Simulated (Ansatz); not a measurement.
The cluster Li4S⁻. Charge -1, multiplicity 2. Geometry B3LYP-D4/def2-TZVP, that of the neutral singlet; atoms count from 1.

```xyz
5

Li    2.6997   -1.9104    0.3634
Li   -0.2944   -1.3750    0.4071
Li    1.1965    0.6583   -0.2556
Li   -2.5924    1.9777   -0.4068
S    -1.0094    0.6494   -0.1080
```

The highest occupied level of the charge -1 doublet lies above zero (up to 0.55 eV). By energy differences its removal costs 0.55 eV (vertical, to the charge 0 singlet, at PBE0-D4/def2-TZVPD); a positive level beside a positive removal energy at the same level points to self-interaction error. Another isomer (singlet) lies 0.06 eV lower at PBE-D4/def2-TZVP.

(1) Estimate the Mulliken populations from the PBE0/def2-TZVPD orbitals of Ansatz.

(2) Where does the spin sit?

(3) And the Mayer bond orders between bonded heavy atoms (over 0.3)?

Answers

(1) 
```csv
atom,charge (e),spin (α − β)
Li1,-0.20,0.07
Li2,-0.15,0.26
Li3,-0.06,0.22
Li4,0.37,0.33
S5,-0.96,0.12
```
Mulliken values and Mayer orders depend strongly on the basis. With diffuse functions, as here, like atoms can get unlike values, and bond orders can come out too low or too high.

(2) Summed by element: Li 0.88, S 0.12, of 1 unpaired in all. Largest on single atoms: Li4 0.33, Li2 0.26, Li3 0.22.

(3) Li1–Li2 0.71 (3.04 Å); Li1–Li3 0.67 (3.04 Å); Li2–Li3 0.61 (2.61 Å); Li4–S5 0.87 (2.09 Å).
